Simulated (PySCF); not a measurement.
Delta-SCF ions had no search for a lower state. Excitations are Tamm–Dancoff values on a coarser integration grid. The basis has no diffuse functions, so Rydberg states are missing or too high.

Cartesian coordinates (Å):
```xyz
5

S     -1.2482    -0.4180     0.6573
B      0.3902    -0.0055     0.1099
I      1.9733    -0.4190     1.4611
I      0.7942     0.8567    -1.7859
H     -1.9095    -0.0143    -0.4424
```
Charge 0, multiplicity 1.

Q: What HOMO, vertical ionisation energy (Delta-SCF) and brightest of the four lowest singlets (TDA) does TPSSh-D3(BJ)/def2-TZVP // PBE0-D3(BJ)/def2-TZVP run with PySCF give?

A: 
```
Item                                           Result
-------------------------------------------  --------
HOMO                                         -6.94 eV
vertical ionisation energy (Delta-SCF)        9.26 eV
brightest of the four lowest singlets (TDA)   5.20 eV
```
